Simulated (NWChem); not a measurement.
**Correlation energy of CF2**

```
C
F 1 1.3225
F 1 1.3225 2 120.25
```
Charge 0, spin multiplicity 3.

Program: NWChem. All single points use one geometry, from UPBE/def2-SVP, a minimum by its harmonic frequencies.

Basis set: cc-pVTZ. Each correlation energy counts from its own Hartree-Fock reference.

The correlated methods keep 3 core orbitals frozen. This spin state was chosen for the runs; another may lie lower. The structure started from a generated list of species. The unpaired electrons of the parent sit in orbitals of symmetry a1 and b2 (C2v labels of the run); other states weren't searched. No SCF solution was tested for a lower state. Open-shell Hartree-Fock references start from PBE0 orbitals. Coupled-cluster values serve here as a point of comparison, not as the truth.

### Question
One of these methods gave a correlation energy of -600.3 mHa. Which?
A) CCSD on ROHF
B) SCS-UMP2
C) UMP2
D) CCSD(T) on ROHF

### Answer
C, UMP2. The others give -611.3 (CCSD on ROHF), -578.2 (SCS-UMP2), -631.4 (CCSD(T) on ROHF).
